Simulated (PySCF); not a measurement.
PySCF input (HF/def2-TZVPD):

```python
from pyscf import gto, scf, dft

mol = gto.M(
    atom='''
    C     2.32392547   -0.13072028    0.28627980
    C     0.98496526   -0.32276563    0.21932476
    C     0.06429421    0.65095086   -0.23198067
    C    -1.33674077    0.49584399   -0.31884094
    C    -2.06812010   -0.60432030    0.00935337
    H     2.99016038   -0.90565843    0.63863426
    H     2.77196921    0.80948181   -0.01235026
    H     0.59193334   -1.28493173    0.53164738
    H     0.47594588    1.60623471   -0.53987106
    H    -1.88135917    1.35824258   -0.69077543
    H    -3.14333062   -0.60644307   -0.10015546
    H    -1.61526338   -1.51085775    0.38805268
    ''',
    basis='def2-tzvpd',
    charge=0,
    spin=1,
    verbose=4,
)

mf = scf.UHF(mol).density_fit(auxbasis='def2-universal-jkfit')
mf.conv_tol = 1e-9
mf.max_cycle = 100
mf.max_memory = 1500
mf.kernel()
if not mf.converged:
    mf = mf.newton()
    mf.kernel(mf.make_rdm1())
for _ in range(2):
    mo, _, stable, _ = mf.stability(return_status=True)
    if stable:
        break
    mf.kernel(mf.make_rdm1(mo, mf.mo_occ))
mf.analyze()
```

End of the output:

```
Extra cycle  E= -193.437875612221  delta_E= -3.56e-11  |g|= 3.2e-06  |ddm|= 1.44e-05
converged SCF energy = -193.437875612221  <S^2> = 1.1705398  2S+1 = 2.383728
uhf_internal: lowest eigs of H = [0.25330645 0.2866573  0.41893049]
<class 'pyscf.df.df_jk.DFUHF'> wavefunction is stable in the internal stability analysis
**** SCF Summaries ****
Total Energy =                        -193.437875612221148
Nuclear Repulsion Energy =             148.613772254838011
One-electron Energy =                 -553.800051234008720
Two-electron Energy =                  211.748403366949532
Two-electron Coulomb Energy =          240.229814265783887
DFT Exchange-Correlation Energy =      -28.481410898834355
HOMO-LUMO gap [eV] =                    10.717631845089715
**** MO energy ****
                             alpha | beta                alpha | beta
MO #1   energy= -11.2371799763804  | -11.2356433064273  occ= 1 | 1
MO #2   energy= -11.2306389853039  | -11.2353570361319  occ= 1 | 1
MO #3   energy= -11.2304662925953  | -11.21894656663    occ= 1 | 1
MO #4   energy= -11.2217189011067  | -11.2144636461924  occ= 1 | 1
MO #5   energy= -11.2214721672609  | -11.2137660585662  occ= 1 | 1
MO #6   energy= -1.10506813823583  | -1.09482793321246  occ= 1 | 1
MO #7   energy= -1.0358759454346   | -1.02714426501248  occ= 1 | 1
MO #8   energy= -0.943678209296916 | -0.883095462032923 occ= 1 | 1
MO #9   energy= -0.806993508258813 | -0.799927882696807 occ= 1 | 1
MO #10  energy= -0.729295954261957 | -0.722885430876037 occ= 1 | 1
MO #11  energy= -0.665525628580777 | -0.661903137907519 occ= 1 | 1
MO #12  energy= -0.631883724060639 | -0.626416518014718 occ= 1 | 1
MO #13  energy= -0.582924539284424 | -0.576981659222863 occ= 1 | 1
MO #14  energy= -0.556785137110545 | -0.550392812885843 occ= 1 | 1
MO #15  energy= -0.521027500031902 | -0.516374350983988 occ= 1 | 1
MO #16  energy= -0.492017392062445 | -0.490432552189397 occ= 1 | 1
MO #17  energy= -0.485672256634506 | -0.447599503356734 occ= 1 | 1
MO #18  energy= -0.405865534240718 | -0.364867436944468 occ= 1 | 1
MO #19  energy= -0.31814516752112  | 0.0757205413851592 occ= 1 | 0
MO #20  energy= 0.0746366249757064 | 0.0843752814926601 occ= 0 | 0
MO #21  energy= 0.0832692482264458 | 0.0849911755808112 occ= 0 | 0
MO #22  energy= 0.0872963784557086 | 0.0875641766154419 occ= 0 | 0
MO #23  energy= 0.112894761581641  | 0.113251144730509  occ= 0 | 0
MO #24  energy= 0.116387215251137  | 0.117087899471179  occ= 0 | 0
MO #25  energy= 0.131254018247532  | 0.13666129905302   occ= 0 | 0
MO #26  energy= 0.157773066283309  | 0.158803140425904  occ= 0 | 0
MO #27  energy= 0.170927452558818  | 0.172231302106276  occ= 0 | 0
MO #28  energy= 0.176854528408892  | 0.177815600863718  occ= 0 | 0
MO #29  energy= 0.196700092113289  | 0.196971755305664  occ= 0 | 0
MO #30  energy= 0.201403130838986  | 0.198810773110218  occ= 0 | 0
MO #31  energy= 0.214662603413365  | 0.224037054160337  occ= 0 | 0
MO #32  energy= 0.220254778013844  | 0.224714220791323  occ= 0 | 0
MO #33  energy= 0.223901888904218  | 0.235036492531137  occ= 0 | 0
MO #34  energy= 0.240851063270604  | 0.243538358377634  occ= 0 | 0
MO #35  energy= 0.241429169344014  | 0.244883890328802  occ= 0 | 0
MO #36  energy= 0.244126844543035  | 0.26909451138195   occ= 0 | 0
MO #37  energy= 0.269491528025696  | 0.270323228275736  occ= 0 | 0
MO #38  energy= 0.274327462278446  | 0.292280555175873  occ= 0 | 0
MO #39  energy= 0.292466978205365  | 0.302588762237136  occ= 0 | 0
MO #40  energy= 0.301065555619852  | 0.304242005323232  occ= 0 | 0
MO #41  energy= 0.301604386606823  | 0.310858022864953  occ= 0 | 0
MO #42  energy= 0.309295766712311  | 0.31543857116054   occ= 0 | 0
MO #43  energy= 0.321254735165773  | 0.322664138739249  occ= 0 | 0
MO #44  energy= 0.322161254750057  | 0.324245939087943  occ= 0 | 0
MO #45  energy= 0.334822579871518  | 0.331125022847272  occ= 0 | 0
MO #46  energy= 0.338239942958151  | 0.339861183296158  occ= 0 | 0
MO #47  energy= 0.348292553702071  | 0.352954594350281  occ= 0 | 0
MO #48  energy= 0.365765511531472  | 0.367179495080214  occ= 0 | 0
MO #49  energy= 0.37587739941415   | 0.369038505914509  occ= 0 | 0
MO #50  energy= 0.37660233164936   | 0.380673415217443  occ= 0 | 0
MO #51  energy= 0.39014505492092   | 0.392163532998836  occ= 0 | 0
MO #52  energy= 0.394359076710834  | 0.402937268275343  occ= 0 | 0
MO #53  energy= 0.39919659997409   | 0.403806189194694  occ= 0 | 0
MO #54  energy= 0.407616321061682  | 0.409771396717956  occ= 0 | 0
MO #55  energy= 0.413347889179286  | 0.423697644753743  occ= 0 | 0
MO #56  energy= 0.423020652998144  | 0.427358678164369  occ= 0 | 0
MO #57  energy= 0.42686413057987   | 0.429839695563377  occ= 0 | 0
MO #58  energy= 0.428246631890205  | 0.437760862781655  occ= 0 | 0
MO #59  energy= 0.438503366897528  | 0.442759698173037  occ= 0 | 0
MO #60  energy= 0.444897717066796  | 0.446959688865455  occ= 0 | 0
MO #61  energy= 0.454447449435418  | 0.457357187475655  occ= 0 | 0
MO #62  energy= 0.456059156869276  | 0.462904871456003  occ= 0 | 0
MO #63  energy= 0.473908492678029  | 0.475082774180669  occ= 0 | 0
MO #64  energy= 0.474380076648881  | 0.479359188285071  occ= 0 | 0
MO #65  energy= 0.487512482878342  | 0.48934023294735   occ= 0 | 0
MO #66  energy= 0.490224279538652  | 0.499421028330798  occ= 0 | 0
MO #67  energy= 0.503712333501965  | 0.50407915809015   occ= 0 | 0
MO #68  energy= 0.509612273616846  | 0.511574225116046  occ= 0 | 0
MO #69  energy= 0.514020012522743  | 0.519032969634302  occ= 0 | 0
MO #70  energy= 0.526408800782987  | 0.530398877202966  occ= 0 | 0
MO #71  energy= 0.531109500599895  | 0.531091653133466  occ= 0 | 0
MO #72  energy= 0.543891713948467  | 0.545475422083459  occ= 0 | 0
MO #73  energy= 0.552879954111702  | 0.555951316969208  occ= 0 | 0
MO #74  energy= 0.560730009294101  | 0.56274690443084   occ= 0 | 0
MO #75  energy= 0.577896255483568  | 0.579429122563851  occ= 0 | 0
MO #76  energy= 0.583659392733739  | 0.584686696595211  occ= 0 | 0
MO #77  energy= 0.590658674122006  | 0.592784865299286  occ= 0 | 0
MO #78  energy= 0.600065659091859  | 0.613372331837745  occ= 0 | 0
MO #79  energy= 0.609200498358887  | 0.614219240121217  occ= 0 | 0
MO #80  energy= 0.641796228796885  | 0.642821446395033  occ= 0 | 0
MO #81  energy= 0.645296812661228  | 0.6518073900597    occ= 0 | 0
MO #82  energy= 0.664075715710185  | 0.66738460076749   occ= 0 | 0
MO #83  energy= 0.678867209963998  | 0.680164993243265  occ= 0 | 0
MO #84  energy= 0.681004389714924  | 0.702493150038443  occ= 0 | 0
MO #85  energy= 0.684985863487685  | 0.71126978400816   occ= 0 | 0
MO #86  energy= 0.731096692957965  | 0.734143063131934  occ= 0 | 0
MO #87  energy= 0.744734346719722  | 0.743927285100439  occ= 0 | 0
MO #88  energy= 0.755211608415826  | 0.746053205720404  occ= 0 | 0
MO #89  energy= 0.760372328531387  | 0.756314997962501  occ= 0 | 0
MO #90  energy= 0.777785664041295  | 0.783172223793838  occ= 0 | 0
MO #91  energy= 0.794763033894442  | 0.795737553594701  occ= 0 | 0
MO #92  energy= 0.808295920472405  | 0.811983466665167  occ= 0 | 0
MO #93  energy= 0.813646108389376  | 0.82748224195957   occ= 0 | 0
MO #94  energy= 0.831050730668259  | 0.832039974992597  occ= 0 | 0
MO #95  energy= 0.83504929811745   | 0.837555929157411  occ= 0 | 0
MO #96  energy= 0.85327615291463   | 0.855657852343318  occ= 0 | 0
MO #97  energy= 0.867008446640232  | 0.875579277792064  occ= 0 | 0
MO #98  energy= 0.875320739445139  | 0.878769693651756  occ= 0 | 0
MO #99  energy= 0.889426668090026  | 0.893171623488659  occ= 0 | 0
MO #100 energy= 0.899454380941787  | 0.903292949533444  occ= 0 | 0
MO #101 energy= 0.900914276379173  | 0.905955518199129  occ= 0 | 0
MO #102 energy= 0.924461918747313  | 0.928408606673495  occ= 0 | 0
MO #103 energy= 0.939925814076195  | 0.944864495944007  occ= 0 | 0
MO #104 energy= 0.940390340945528  | 0.952092148109228  occ= 0 | 0
[...]
```

It need not be the lowest isomer of its formula.

The determinant is spin-contaminated: <S^2> is 1.17 against 0.75 for a pure state.
